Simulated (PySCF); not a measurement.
[V(H2O)6]2+: V(II) (d3), charge +2. The structure is a PBE0-D3(BJ)/def2-SVP, IEF-PCM water geometry optimised for multiplicity 4; coordination octahedral, point group Th, metal–donor distances 2.11 Å.

Method (PySCF 2.14, density fitting): CASSCF(3,5) with orbitals averaged over all microstates of the shell, strongly contracted NEVPT2 on the averaged canonical orbitals; basis x2c-TZVPall on the metal, x2c-SVPall elsewhere; spin-free X2C; IEF-PCM water; spin-orbit coupling by state interaction with the mean-field operator over all roots.

CASSCF energies above the lowest CASSCF root:

```csv
state,CASSCF / cm⁻¹
4Ag,0
4Tg,11647
2Eg,16131
2Tg,16985
4Tg,18779
2Tg,22931
2Ag,25275
2Tg,28316
2Tg,28858
4Tg,30302
2Eg,30641
2Tg,34520
2Tg,40543
2Tg,40740
2Ag,43792
2Tg,45420
2Eg,48302
2Tg,51419
2Eg,67288
2Tg,70382
```

Question: How does dynamic correlation (SC-NEVPT2) move these states?

Answer: 
```
state  NEVPT2 / cm⁻¹  shift / cm⁻¹
  4Ag              0             0
  4Tg          13216         +1569
  2Eg          14396         -1736
  2Tg          15330         -1655
  4Tg          20231         +1452
  2Tg          20809         -2122
  2Ag          25147          -128
  2Tg          28214          -101
  2Tg          28498          -360
  4Tg          30581          +278
  2Eg          29614         -1027
  2Tg          33753          -767
  2Tg          39210         -1333
  2Tg          41762         +1022
  2Ag          40566         -3226
  2Tg          43184         -2235
  2Eg          47371          -931
  2Tg          49507         -1912
  2Eg          62421         -4867
  2Tg          64731         -5651
```

NEVPT2 lifts 4Tg from 11647 to 13216 cm⁻¹; on the d shell alone it tends to overshoot states that fill the eg-type orbitals.
